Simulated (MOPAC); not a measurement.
A run for MOPAC: AM1 on BiF2HTe (SMILES [F][Bi]([F])[TeH]), a point of a torsion scan.

```
AM1 1SCF PRECISE CHARGE=0 THREADS=1
BiF2HTe

F     -1.45966454 1     1.59136868 1     0.32849681 1
Bi    -0.72417161 1    -0.02876823 1    -0.74377568 1
F     -1.58333485 1    -1.56635429 1     0.34291007 1
Te     1.47179957 1    -0.15177757 1     0.86823305 1
H      1.11935274 1    -1.67520436 1     1.34547626 1
```

The log:

```
*******************************************************************************
 **                                                                           **
 **                              MOPAC v23.2.5                                **
 **                                                                           **
 *******************************************************************************
 ** MOPAC's Digital Object Identifier: https://doi.org/10.5281/zenodo.6511958 **
 **                                                                           **
 ** Please cite the open-source release paper for use of this MOPAC version:  **
 ** J. E. Moussa and J. J. P. Stewart (2026)                                  **
 ** MOPAC: An open-source semiempirical molecular orbital program             **
 ** J. Open Source Softw., 11(119), 8025, https://doi.org/10.21105/joss.08025 **
 *******************************************************************************

                              AM1 CALCULATION RESULTS

 *******************************************************************************
 *  AM1        - The AM1 Hamiltonian to be used
 *
 *
 *
 *                 CHARGE ON SYSTEM = 0
 *
 *
 *
 *  PRECISE    - TIGHTER CRITERIA TO BE USED
 *  1SCF       - DO 1 SCF AND THEN STOP
 *  THREADS=1  - MULTI-THREADING NOT USED
 *  T=         - A TIME OF 172800.0 SECONDS REQUESTED
 *  DUMP=N     - RESTART FILE WRITTEN EVERY 7200.0 SECONDS REQUESTED
 *******************************************************************************
AM1 1SCF PRECISE CHARGE=0 THREADS=1
 BiF2HTe

   ATOM   CHEMICAL          X               Y               Z
  NUMBER   SYMBOL      (ANGSTROMS)     (ANGSTROMS)     (ANGSTROMS)

     1       F         -1.45966454  *   1.59136868  *   0.32849681  *
     2      Bi         -0.72417161  *  -0.02876823  *  -0.74377568  *
     3       F         -1.58333485  *  -1.56635429  *   0.34291007  *
     4      Te          1.47179957  *  -0.15177757  *   0.86823305  *
     5       H          1.11935274  *  -1.67520436  *   1.34547626  *



          CARTESIAN COORDINATES

    NO.       ATOM           X           Y           Z

     1         F         -1.4597      1.5914      0.3285
     2        Bi         -0.7242     -0.0288     -0.7438
     3         F         -1.5833     -1.5664      0.3429
     4        Te          1.4718     -0.1518      0.8682
     5         H          1.1194     -1.6752      1.3455

  H: (AM1): M.J.S. DEWAR ET AL, J. AM. CHEM. SOC. 107 3902-3909 (1985)
  F: (AM1): M.J.S. DEWAR AND E. G. ZOEBISCH, THEOCHEM, 180, 1 (1988).
 Te: (AM1): J. J. P. STEWART, J. MOL. MOD., 10, 155-164 (2004)
 Bi: (AM1): J. J. P. STEWART, J. MOL. MOD., 10, 155-164 (2004)

           Empirical Formula: H F2 Bi Te  =     5 atoms



      MOLECULAR POINT GROUP   :   C1


      RHF CALCULATION, NO. OF DOUBLY OCCUPIED LEVELS = 13


 -------------------------------------------------------------------------------
 AM1 1SCF PRECISE CHARGE=0 THREADS=1
 BiF2HTe



     1SCF WAS SPECIFIED, SO BFGS WAS NOT USED
     SCF FIELD WAS ACHIEVED


                              AM1 CALCULATION
                                                       MOPAC v23.2.5 Linux




          FINAL HEAT OF FORMATION =         57.24065 KCAL/MOL =     239.49486 KJ/MOL


          COSMO AREA              =        136.89 SQUARE ANGSTROMS
          COSMO VOLUME            =        136.26 CUBIC ANGSTROMS

          IONIZATION POTENTIAL    =          8.699535 EV
          HOMO LUMO ENERGIES (EV) =         -8.700 -4.944
          NO. OF FILLED LEVELS    =         13
          MOLECULAR WEIGHT        =        375.5851         POINT GROUP:  C1

          MOLECULAR DIMENSIONS (Angstroms)

            Atom       Atom       Distance
            H     5    F     1     4.28440
           Te     4    F     3     3.29047
           Bi     2    F     1     1.40249


          SCF CALCULATIONS        =          1





   ATOM   CHEMICAL          X               Y               Z
  NUMBER   SYMBOL      (ANGSTROMS)     (ANGSTROMS)     (ANGSTROMS)

     1       F         -1.45966454  *   1.59136868  *   0.32849681  *
     2      Bi         -0.72417161  *  -0.02876823  *  -0.74377568  *
     3       F         -1.58333485  *  -1.56635429  *   0.34291007  *
     4      Te          1.47179957  *  -0.15177757  *   0.86823305  *
     5       H          1.11935274  *  -1.67520436  *   1.34547626  *

                             CARTESIAN COORDINATES

   1    F       -1.459664540     1.591368680     0.328496810
   2   Bi       -0.724171610    -0.028768230    -0.743775680
   3    F       -1.583334850    -1.566354290     0.342910070
   4   Te        1.471799570    -0.151777570     0.868233050
   5    H        1.119352740    -1.675204360     1.345476260


           Empirical Formula: H F2 Bi Te  =     5 atoms



      MOLECULAR POINT GROUP   :   C1


                  EIGENVALUES
 -41.49506 -41.25171 -25.26097 -18.19093 -12.45432 -11.58154 -11.48643 -11.40867
 -11.20354 -11.05626 -10.47904  -9.74038  -8.69954  -4.94418  -0.37606  -0.20452
   0.07197


              NET ATOMIC CHARGES AND DIPOLE CONTRIBUTIONS

  ATOM NO.   TYPE          CHARGE      No. of ELECS.   s-Pop       p-Pop
    1          F          -0.692437        7.6924     1.97740     5.71504
    2         Bi           1.036173        3.9638     1.99977     1.96406
    3          F          -0.746235        7.7462     1.97681     5.76942
    4         Te           0.331371        5.6686     1.95252     3.71611
    5          H           0.071127        0.9289     0.92887
 DIPOLE           X         Y         Z       TOTAL
 POINT-CHG.     9.651    -0.636    -4.182    10.537
 HYBRID         0.493    -1.491     0.405     1.622
 SUM           10.144    -2.127    -3.777    11.031


          ATOMIC ORBITAL ELECTRON POPULATIONS

     Atom    s        px        py        pz
    1  F   1.97740   1.85237   1.95048   1.91219
    2 Bi   1.99977   1.24490   0.14503   0.57412
    3  F   1.97681   1.88577   1.96310   1.92056
    4 Te   1.95252   0.76166   1.11493   1.83952
    5  H   0.92887

 **********************
 *                    *
 * JOB ENDED NORMALLY *
 *                    *
 **********************




 == MOPAC DONE ==
```

The run finished.

Cost: about 0.05 core-seconds (a rough figure).
